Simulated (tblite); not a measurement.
Compound: C4H3Cl2F (charge +1 and doublet state).
Numbering: `[F:1][C@@:2]1([Cl:3])[CH+:4][C:5]1[CH2:6][Cl:7]` (hydrogens: H8 on C4; H9, H10 on C6)

The geometry is computed with GFN2-xTB (gas phase). This method treats the open shell by occupation alone, without spin polarisation.

(1) Give the optimised bond lengths and angles.

Answers

(1) 
```
  bond  length (Å)   order
 F1–C2       1.336  single
C2–Cl3       1.724  single
 C2–C4       1.502  single
 C4–C5       1.300  single
 C5–C6       1.448  single
C6–Cl7       1.790  single
 C2–C5       1.548  single
 C4–H8       1.068  single
 C6–H9       1.100  single
C6–H10       1.096  single
```

Orders are formal, as drawn. A selection of angles:
```
     angle  degrees
 F1–C2–Cl3    112.2
  F1–C2–C4    119.4
  F1–C2–C5    117.1
 Cl3–C2–C4    123.3
 Cl3–C2–C5    121.1
  C4–C2–C5     50.4
  C2–C4–C5     66.6
  C2–C4–H8    140.1
  C5–C4–H8    153.3
  C4–C5–C6    159.8
  C2–C5–C4     63.0
  C2–C5–C6    137.2
 C5–C6–Cl7    111.6
  C5–C6–H9    109.0
 C5–C6–H10    112.1
 Cl7–C6–H9    107.0
Cl7–C6–H10    108.1
 H9–C6–H10    108.9
```

Dihedral angles: F1–C2–C4–C5 102° (anticlinal); C2–C4–C5–C6 178° (antiperiplanar); C4–C5–C6–Cl7 -101° (anticlinal); F1–C2–C5–C4 -107° (anticlinal).

The 2 C–Cl bonds span 1.724 Å (C2–Cl3, drawn single in a drawing that doesn't fit all lengths) to 1.790 Å (C6–Cl7, drawn single in a drawing that doesn't fit all lengths), a spread of 0.066 Å. C4 (carbon bonded to 2 C and H) has angles 153.3°, 140.1° and 66.6°, sum 360.0°, 0.01 Å off the plane of its three neighbours. The C–C distances run from 1.300 Å (C4–C5, drawn single in a drawing that doesn't fit all lengths) to 1.548 Å (C2–C5, drawn single in a drawing that doesn't fit all lengths), a spread of 0.248 Å. C5 (carbon bonded to 3 C) has angles 159.8°, 137.2° and 63.0°. The 3-membered ring C2–C4–C5 has internal angles of 50.4° to 66.6°.

Point group: C1 (no symmetry element, even within 0.4 Å). Its GFN2-xTB frequencies are all real (lowest 31 cm⁻¹). 3 starts were optimised and ended at 0.00, 0.33 and 0.71 kcal/mol (GFN2-xTB); the lowest of these is shown.

One conformer stands for the species.
